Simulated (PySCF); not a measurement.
**He: excitation energy**

He 1s2 (1S) → He 1s1 2p1 (3P), as a difference of total energies. All numbers are calculated (PySCF 2.14, the spin-free X2C one-electron Hamiltonian (Gaussian nucleus), in aug-cc-pVQZ-DK). Correlated levels: valence: nothing frozen. The calculations carry no spin-orbit coupling.

```tsv
method	excitation energy (eV)	error (eV)
UHF	22.079	+1.115
MP2 (valence)	22.972	+2.008
SCS-MP2 (valence)	23.220	+2.256
CCSD (valence)	23.092	+2.128
```

Reference: 20.964 eV (measured; NIST levels, between the centres of gravity of the two terms).

Errors of the correlated levels include the incompleteness of this basis.

The promoted electron is Rydberg-like, and one or two diffuse shells describe it only roughly, which tends to raise the upper state.

With two correlated electrons CCSD is exact in that space.
